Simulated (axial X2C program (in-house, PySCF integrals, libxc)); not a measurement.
**CuNC: properties at the nuclei**

Calculated with an in-house all-electron X2C program for linear molecules (integrals from PySCF): two-component X2C with atomic mean-field Coulomb and Gaunt terms, Gaussian nuclei, basis Cu dyall-v3z, N dyall-av3z, C dyall-v3z with contracted cores.

Cu–N–C held linear, with bonds 1.781 and 1.172 Å (near the PBE0 minimum at charge 0 of the determinant lowest at the starting distance; the state shown can have its own minimum elsewhere, held linear; other orders of the atoms were not compared).

Input and command:
```json
{"zs": [29, 7, 6], "q": 0, "bas": ["dyall-v3z", "dyall-av3z", "dyall-v3z"], "r0": [1.78, 1.17], "symm": 0, "scan": ["PBE0", "HF", "BHandHLYP"], "levels": ["PBE0", "HF", "BHandHLYP"], "nst": 2}
```
```bash
python solin.py task.json out
```

Keys: zs atomic numbers; q charge; bas basis sets; r0 starting distance in Å; symm equal bonds; scan levels of the two-bond scan; levels methods; nst determinants followed.

Determinant lowest in the PBE0 search, Ω = 0 (closed shell), highest spinor 35% C p, 20% C s, 10% Cu s:

```json
{"level": "PBE0", "qzz Cu (a.u.)": "-0.03", "qzz N (a.u.)": "-0.28", "qzz C (a.u.)": "-0.88", "μ (D)": "-7.13"}
{"level": "HF", "qzz Cu (a.u.)": "-1.24", "qzz N (a.u.)": "-0.54", "qzz C (a.u.)": "-1.06", "μ (D)": "-7.87"}
{"level": "BHandHLYP", "qzz Cu (a.u.)": "-0.48", "qzz N (a.u.)": "-0.40", "qzz C (a.u.)": "-0.98", "μ (D)": "-7.44"}
```

Determinant 2.08 eV from it at PBE0 and this distance, Ω = 1 (⟨Sz⟩ = 0.99, ⟨Lz⟩ = 0.01 at PBE0), spin on the atoms Cu 0.93, N 0.06, C 0.01:

| level | Eeff magnitude (GV/cm) | Ws magnitude Cu (kHz) | A∥/gI Cu (MHz) | qzz Cu (a.u.) | A∥/gI N (MHz) | qzz N (a.u.) | A∥/gI C (MHz) | qzz C (a.u.) | μ (D) |
| --- | --- | --- | --- | --- | --- | --- | --- | --- | --- |
| PBE0 | 1.48 | 0.678 | 2120 | 1.39 | 95.1 | -0.28 | 7.27 | -0.90 | -3.40 |
| HF | 1.64 | 0.727 | 1720 | 1.43 | 67 | -0.51 | 7.16 | -1.12 | -3.80 |
| BHandHLYP | 1.73 | 0.769 | 2040 | 1.63 | 95.7 | -0.42 | 7.55 | -1.05 | -3.99 |

Eeff is the effective electric field on the electron electric dipole moment in this Ω state and Ws the scalar–pseudoscalar constant of the nucleus named (defined with the proton number Z and per Ω); A∥ (defined per Ω) follows by multiplying with gI = μI/(I μN); qzz is the electric field gradient, eQq0 = 234.96 MHz × Q/barn × qzz; μ is positive if the C end (last atom) is positive. The operators were transformed with the bare-nucleus X2C matrices; with these basis sets, hyperfine constants and field gradients can be off by tens of per cent, and where levels differ in sign neither size nor sign is settled.

Question: With Q(14N) = 0.02044 barn (Q from Pyykkö, Mol. Phys. 2018), turn the PBE0 values of the first state into constants in MHz.

Answer: eQq0(14N) = 234.96 × (0.02044) × (-0.28) = -1.34 MHz.

The molecule was held linear; bending was not examined, so a bent shape may lie lower.

Each state is one determinant with collinear spin, which with several unpaired electrons need not be a pure state. Unrestricted Hartree–Fock can overshoot spin polarisation at the nuclei. A closed determinant beside an open π² or δ² triplet, such as (π1/2)², mixes with its partner pair into the 0⁺ component of the triplet and ¹Σ⁺, so its energy is not that of a level, and 0⁺ can lie lowest. With several open shells hyperfine constants can be off by a factor of several. Open-shell Ω = 0 determinants with evenly filled partner blocks cannot be reached by this program, so the Ω shown need not be the lowest component. At HF a later determinant lies lower. The search compared states at one distance, so a state with another bond length can lie lower. Where a field gradient or hyperfine factor spreads by more than a factor of two over the levels, a constant derived from it is not to be relied on. PBE0 term energies can be off by some tenths of an eV.
